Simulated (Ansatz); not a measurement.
Start from `[Cl][SnH]([Cl])[Br]` and change one atom or group to get `C[S][SnH]([Cl])[Cl]`.

Ansatz, PBE0-D4/def2-TZVP geometries, multiplicity 1. Each molecule was computed in one conformer, which needn't be the lowest.

Elements past krypton have def2 core potentials. Scalar relativity is left out up to krypton.

```json
{"property": "HOMO energy (ωB97M-V/def2-TZVPP) / eV", "`[Cl][SnH]([Cl])[Br]`": "-11.19"}
{"property": "LUMO energy (ωB97M-V/def2-TZVPP) / eV", "`[Cl][SnH]([Cl])[Br]`": "-0.39"}
{"property": "HOMO–LUMO gap (PBE/def2-TZVPP) / eV", "`[Cl][SnH]([Cl])[Br]`": "4.37"}
{"property": "LUMO energy (PBE0/def2-TZVPP) / eV", "`[Cl][SnH]([Cl])[Br]`": "-2.39"}
{"property": "size of the dipole moment (ωB97M-V/def2-TZVPP) / D", "`[Cl][SnH]([Cl])[Br]`": "1.92"}
{"property": "HOMO energy (B3LYP/def2-TZVPP) / eV", "`[Cl][SnH]([Cl])[Br]`": "-8.69"}
```

What does the change do to each property? (An estimate is asked.)

Ansatz gave: 
```tsv
property	`C[S][SnH]([Cl])[Cl]`	shift
HOMO energy (ωB97M-V/def2-TZVPP) / eV	-9.71	1.48
LUMO energy (ωB97M-V/def2-TZVPP) / eV	0.16	0.55
HOMO–LUMO gap (PBE/def2-TZVPP) / eV	3.58	-0.79
LUMO energy (PBE0/def2-TZVPP) / eV	-1.81	0.58
size of the dipole moment (ωB97M-V/def2-TZVPP) / D	1.56	-0.36
HOMO energy (B3LYP/def2-TZVPP) / eV	-7.28	1.41
```

With PBE0 the HOMO rises by 1.46 eV and the LUMO rises by 0.58 eV, so the gap narrows by about 0.88 eV. PBE moves the HOMO by 1.36 eV and ωB97M-V by 1.48 eV. Dipoles are sizes alone; their direction can turn.

B3LYP here is the variant with VWN-RPA as its local correlation; programs differ in this.

Spin–orbit coupling is left out; it splits and shifts lone-pair levels of the heavy atoms by tenths of an eV.
